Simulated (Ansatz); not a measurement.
Born–Oppenheimer molecular dynamics of BFH₅NO (9 atoms, charge 0, multiplicity 1). It starts at the highest image of a converged band. Of that band: The profile has 2 maxima (images 2, 5) with wells between them (image 3): this band takes more than one step, which may be the mechanism or a detour left from its start path. Neighbouring images differ by up to 1.3 eV, so the band resolves the path poorly. A vibrational analysis at the climbing image gives one clearly imaginary mode, 1152i cm⁻¹: a first-order saddle point.

Level of theory: RKS BHLYP-D4/def2-SVP in Ansatz 0.2.0.

```
ensemble                      : NVE (velocity Verlet)
time step                     : 0.5 fs
steps asked                   : 200
starting velocities drawn for : 300 K
seed                          : 6249
```

First frame:

```xyz
9
Properties=species:S:1:pos:R:3
B -0.145 0.267 -0.051
F -0.364 -0.022 1.627
H 0.886 -0.260 -0.336
N -1.314 0.018 -0.816
H -1.364 -0.840 -1.336
H -2.221 0.290 -0.475
O 0.009 1.702 0.433
H -0.694 2.268 0.117
H -0.208 1.120 1.424
```

How far do the bonds stretch over the last three quarters of this one trajectory? (Pairs bonded in most of those frames.)


| bond | mean (Å) | spread (Å) | shortest | longest |
| --- | --- | --- | --- | --- |
| B1–H3 | 1.206 | 0.042 | 1.14 | 1.27 |
| B1–N4 | 1.403 | 0.020 | 1.37 | 1.45 |
| B1–O7 | 1.365 | 0.023 | 1.32 | 1.40 |
| F2–H9 | 0.917 | 0.011 | 0.90 | 0.94 |
| N4–H5 | 1.004 | 0.008 | 0.99 | 1.02 |
| N4–H6 | 1.006 | 0.013 | 0.98 | 1.03 |
| O7–H8 | 0.955 | 0.004 | 0.95 | 0.96 |

Mean temperature of the second half: 980 K. The conserved energy stayed within 0.15 meV per atom of its start (net change 0.069 meV per atom), so the integration is sound. The kinetic energy rose, since the run started high on the potential surface and went downhill. It ends in pieces (BH4NO + FH), so much of that is their flight and rotation, not heat. A run of 0.1 ps of so small a system gives no equilibrium averages. The orbitals stay closed-shell, which can raise the energy where a bond breaks towards radicals; this wasn't checked here.

Run time: 4.8 min on 1 thread of Intel(R) Xeon(R) 6975P-C (Granite Rapids) (shared host), peak memory 0.16 GiB.
